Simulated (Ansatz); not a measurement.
Start from `N[SiH]([SiH3])Br` and change one atom or group to get `N[SiH](N)[SiH3]`.

Ansatz, PBE0-D4/def2-TZVP geometries, multiplicity 1. Each molecule was computed in one conformer, which needn't be the lowest.

Scalar relativity is left out up to krypton. Spin–orbit coupling is left out; it splits and shifts lone-pair levels of the heavy atoms by tenths of an eV.

```
                                      property  `N[SiH]([SiH3])Br`
         HOMO–LUMO gap (B3LYP/def2-TZVPP) / eV                7.04
size of the dipole moment (PBE/def2-TZVPP) / D                2.07
           HOMO energy (B3LYP/def2-TZVPP) / eV               -7.52
zero-point energy (PBE0-D4/def2-TZVP) / kJ/mol               161.1
            HOMO energy (PBE0/def2-TZVPP) / eV               -7.74
             LUMO energy (PBE/def2-TZVPP) / eV               -1.12
```

Problem. What does the change do to each property? (Estimate.)

Solution. The calculation gave: 
```tsv
property	`N[SiH](N)[SiH3]`	shift
HOMO–LUMO gap (B3LYP/def2-TZVPP) / eV	6.75	-0.29
size of the dipole moment (PBE/def2-TZVPP) / D	1.32	-0.75
HOMO energy (B3LYP/def2-TZVPP) / eV	-6.69	0.83
zero-point energy (PBE0-D4/def2-TZVP) / kJ/mol	225.4	64.3
HOMO energy (PBE0/def2-TZVPP) / eV	-6.89	0.85
LUMO energy (PBE/def2-TZVPP) / eV	-0.56	0.56
```

With PBE0 the HOMO rises by 0.85 eV and the LUMO rises by 0.56 eV, so the gap narrows by about 0.29 eV. PBE moves the HOMO by 0.86 eV and ωB97M-V by 0.79 eV. The zero-point energy changes by 64.3 kJ/mol with +6 modes. Dipoles are sizes alone; their direction can turn.

B3LYP here is the variant with VWN-RPA as its local correlation; programs differ in this.
